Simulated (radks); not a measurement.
Results of a calculation; reference values are marked as such.
All-electron atom: Tb+ in [Xe] 4f9 6s0.5 7s0.5 (fractional occupations, a model configuration). Code: a radial shooting solver on a logarithmic mesh with Libxc functionals. Model: scalar-relativistic Kohn-Sham, PBE, spin-polarised, spherical densities, point nucleus; open shells are filled with parallel spins first (spin-orbit coupling, left out, can overturn this in heavy ions).

Normalised radial functions P(r) = r R(r), r in bohr:

r	5p down	6s down	7s up
0.00107	0.0011	0.0159	0.0074
0.001485	0.0019	0.0206	0.0096
0.002078	0.0034	0.0265	0.0124
0.002885	0.0059	0.0332	0.0155
0.004005	0.0102	0.0407	0.0190
0.005559	0.0177	0.0480	0.0224
0.007717	0.0301	0.0533	0.0250
0.0108	0.0507	0.0539	0.0252
0.01499	0.0812	0.0453	0.0212
0.02081	0.1230	0.0236	0.0110
0.02889	0.1710	-0.0126	-0.0059
0.0401	0.2077	-0.0562	-0.0263
0.05612	0.1965	-0.0856	-0.0400
0.0779	0.0953	-0.0666	-0.0312
0.1081	-0.0980	0.0139	0.0065
0.1501	-0.2797	0.1077	0.0504
0.2101	-0.2469	0.1037	0.0484
0.2916	0.0843	-0.0447	-0.0211
0.4048	0.4274	-0.1796	-0.0839
0.562	0.3264	-0.0833	-0.0375
0.7801	-0.2459	0.1831	0.0872
1.092	-0.8003	0.2954	0.1329
1.515	-0.8902	0.0638	0.0117
2.104	-0.5915	-0.3406	-0.1746
2.92	-0.2459	-0.5954	-0.2331
4.054	-0.0593	-0.5285	-0.0521
5.673	-0.0065	-0.2715	0.2668
7.875	-0.0003	-0.0784	0.4409
10.93	0.0000	-0.0094	0.2682
15.18	0.0000	-0.0004	0.0702
21.07	0.0000	0.0000	0.0062

5p down: eigenvalue -31.929 eV, 3 radial nodes at r = 0.0928, 0.273, 0.689 bohr, <r> = 1.58 bohr, 90 % of the charge inside 2.33 bohr. 6s down (empty): eigenvalue -9.218 eV, 5 radial nodes at r = 0.0261, 0.103, 0.269, 0.626, 1.60 bohr, <r> = 3.65 bohr, 90 % of the charge inside 5.31 bohr. 7s up: eigenvalue -3.942 eV, 6 radial nodes at r = 0.0261, 0.103, 0.269, 0.624, 1.55, 4.29 bohr, <r> = 8.09 bohr, 90 % of the charge inside 11.3 bohr.
